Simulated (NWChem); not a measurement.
# Ge$_{2}$H$_{6}$O; SMILES [OH][GeH2][GeH3]

```xyz
9

O      1.1680     1.9413    -0.0600
Ge    -0.3702     0.9865    -0.0005
Ge     0.0800    -1.4309    -0.0065
H      1.7073     1.7664     0.7268
H     -1.1135     1.4409    -1.2764
H     -1.1921     1.3925     1.2586
H      0.9718    -1.8204     1.1977
H      0.8105    -1.8572    -1.2999
H     -1.2409    -2.2314     0.0987
```
Atoms are numbered in this order, from 1.

Program: NWChem. Pople sets run with spherical d functions. Structure relaxed at the B3LYP/6-31G* (spherical d) level. Total energies compare along this basis series because the functional is fixed.

```json
[
 {"level": "Hartree-Fock/STO-3G", "basis functions": "47", "energy (Ha)": "-4180.8740", "highest occupied level (eV)": "-8.14", "orbital gap (eV)": "18.20", "dipole (D)": "1.44"},
 {"level": "Hartree-Fock/3-21G", "basis functions": "65", "energy (Ha)": "-4208.5962", "highest occupied level (eV)": "-10.41", "orbital gap (eV)": "13.47", "dipole (D)": "1.96"},
 {"level": "Hartree-Fock/6-31G*", "basis functions": "90", "energy (Ha)": "-4228.5035", "highest occupied level (eV)": "-10.48", "orbital gap (eV)": "13.32", "dipole (D)": "1.85"},
 {"level": "Hartree-Fock/6-311G**", "basis functions": "142", "energy (Ha)": "-4229.0349", "highest occupied level (eV)": "(withheld)", "orbital gap (eV)": "(withheld)", "dipole (D)": "1.81"}
]
```

Problem. Complete the blanks.

Solution. 
- Hartree-Fock/6-311G**, highest occupied level (eV): -10.57
- Hartree-Fock/6-311G**, orbital gap (eV): 13.08
